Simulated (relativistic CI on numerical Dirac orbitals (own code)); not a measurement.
## Zr⁺: resonant inelastic scattering at the M2,3 edge

Computed with this model: Dirac-Coulomb-Breit CI, KLI orbitals optimised for each configuration, model QED, Kramers-Heisenberg scattering through one core-hole configuration in a parametric crystal field, unscaled Slater integrals; configurations [Kr] 4d3 → [Ne] 3s2 3p5 3d10 4s2 4p6 4d4; 80 K; core-hole width 3 eV; summed over polarisations. Incident energies are the highest absorption maxima for each field (at most a few, so the weaker spin-orbit partner edge can be absent), on the computed scale of the free ion. Intensities are in per cent of the strongest line above 0.02 eV; levels within 1 cm⁻¹ are merged; final levels count from the ground level, the first row holds all elastic scattering, lines under 0.4 are left out and each table stops after 24 rows. The scale of the Slater integrals is a model choice and moves the terms in proportion. The configuration is assumed, with all valence electrons in the open shell; the free ion's ground configuration is another.

Field parameters in Wybourne normalisation: Oh B⁴₀ = 21Dq, B⁴₄ = √(5/14) B⁴₀. The field is a parameter set, without covalency.

S is read from ⟨S²⟩ = S(S + 1).

Oh, 10Dq = 3450 cm⁻¹:

```
Final level (eV)  Degeneracy  Irrep     S  334 eV  347.9 eV
           0.000           4     Γ8  1.50  3861.4     580.2
           0.417           2     Γ7  1.50    33.1      12.4
           0.426           4     Γ8  1.50   100.0      46.6
           0.434           4     Γ8  1.50    66.0      31.0
           0.440           2     Γ6  1.50    32.6      16.3
           0.716           2     Γ7  1.50     9.3      10.5
           0.722           4     Γ8  1.50    18.1      17.1
           0.757           4     Γ8  1.50    50.2       5.2
           0.778           2     Γ6  1.50    41.9       1.7
           1.253           4     Γ8  0.50    27.5      22.9
           1.311           4     Γ8  0.51    37.2      27.7
           1.322           2     Γ6  0.50    28.3      20.8
           1.533           2     Γ6  0.54     4.8       0.7
           1.573           2     Γ7  0.52    11.9       5.9
           1.578           2     Γ6  1.47    72.1       3.1
           1.583           4     Γ8  1.13    56.6      23.4
           1.593           4     Γ8  1.00    78.5      21.4
           1.623           4     Γ8  1.49    21.1      23.0
           1.623           2     Γ7  1.49    12.6      16.2
           1.754           4     Γ8  0.51    31.3      20.7
           1.774           2     Γ6  0.52     3.3       2.1
           1.775           2     Γ7  0.51    32.4      24.1
           1.822           4     Γ8  0.54     8.0       8.3
           1.947           4     Γ8  0.51     1.2       1.4
```

Oh, 10Dq = 7750 cm⁻¹:

| Final level (eV) | Degeneracy | Irrep | S | 333.9 eV | 347.7 eV |
| --- | --- | --- | --- | --- | --- |
| 0.000 | 4 | Γ8 | 1.50 | 2998.3 | 459.2 |
| 0.949 | 2 | Γ7 | 1.50 | 37.0 | 12.1 |
| 0.956 | 4 | Γ8 | 1.50 | 100.0 | 45.2 |
| 0.965 | 4 | Γ8 | 1.49 | 61.9 | 30.7 |
| 0.970 | 2 | Γ6 | 1.50 | 33.8 | 16.7 |
| 1.299 | 4 | Γ8 | 0.52 | 32.4 | 19.1 |
| 1.355 | 4 | Γ8 | 0.56 | 38.6 | 21.8 |
| 1.373 | 2 | Γ6 | 0.53 | 28.5 | 16.8 |
| 1.500 | 2 | Γ7 | 1.49 | 13.1 | 16.4 |
| 1.504 | 4 | Γ8 | 1.50 | 24.1 | 25.8 |
| 1.536 | 4 | Γ8 | 1.47 | 65.3 | 6.1 |
| 1.543 | 2 | Γ6 | 1.49 | 56.1 | 1.9 |
| 1.845 | 4 | Γ8 | 0.51 | 59.3 | 33.1 |
| 1.864 | 2 | Γ7 | 0.51 | 30.4 | 17.3 |
| 2.060 | 2 | Γ6 | 0.51 | 1.1 | 0.2 |
| 2.254 | 2 | Γ7 | 0.50 | 8.8 | 7.8 |
| 2.260 | 4 | Γ8 | 0.50 | 15.4 | 11.0 |
| 2.297 | 2 | Γ6 | 0.55 | 3.8 | 1.7 |
| 2.320 | 4 | Γ8 | 0.68 | 9.6 | 2.6 |
| 2.415 | 2 | Γ6 | 1.47 | 22.2 | 1.4 |
| 2.421 | 4 | Γ8 | 1.36 | 9.7 | 9.1 |
| 2.428 | 4 | Γ8 | 1.41 | 18.8 | 7.4 |
| 2.432 | 2 | Γ7 | 1.50 | 4.6 | 6.6 |
| 2.488 | 4 | Γ8 | 0.71 | 1.5 | 1.5 |

Oh, 10Dq = 12100 cm⁻¹:

```csv
Final level (eV),Degeneracy,Irrep,S,333.9 eV,347.7 eV
0.000,4,Γ8,1.50,2260.8,365.4
1.312,4,Γ8,0.56,9.0,24.6
1.380,4,Γ8,0.53,13.2,18.4
1.389,2,Γ6,0.55,11.6,17.7
1.487,2,Γ7,1.50,36.9,10.0
1.496,4,Γ8,1.49,100.0,37.2
1.515,2,Γ6,1.47,43.7,9.3
1.517,4,Γ8,1.46,84.9,13.1
1.971,4,Γ8,0.52,41.8,31.4
1.987,2,Γ7,0.55,25.0,24.3
2.171,4,Γ8,1.49,27.9,21.5
2.174,2,Γ7,1.47,16.1,8.5
2.181,4,Γ8,1.50,68.1,6.9
2.182,2,Γ6,1.49,53.5,2.3
2.598,2,Γ6,0.51,0.5,0.1
2.807,2,Γ7,0.50,3.8,3.4
2.814,4,Γ8,0.50,9.9,7.5
2.840,2,Γ6,0.50,1.5,1.3
2.868,4,Γ8,0.51,2.8,2.2
3.319,4,Γ8,0.78,8.2,10.9
3.320,2,Γ6,0.65,5.9,6.1
3.383,2,Γ7,1.50,1.5,2.8
3.386,4,Γ8,1.49,2.5,4.7
3.397,2,Γ6,1.42,8.4,0.9
```

For the first field the strongest loss at the lowest incident energy is the level at 0.43 eV (S = 1.50, against 1.50 in the thermal ground state). Levels of other spin, the first over 8 % at 1.25 eV, appear because spin-orbit coupling of the core hole, and in heavier ions of the valence shell too, mixes spins.
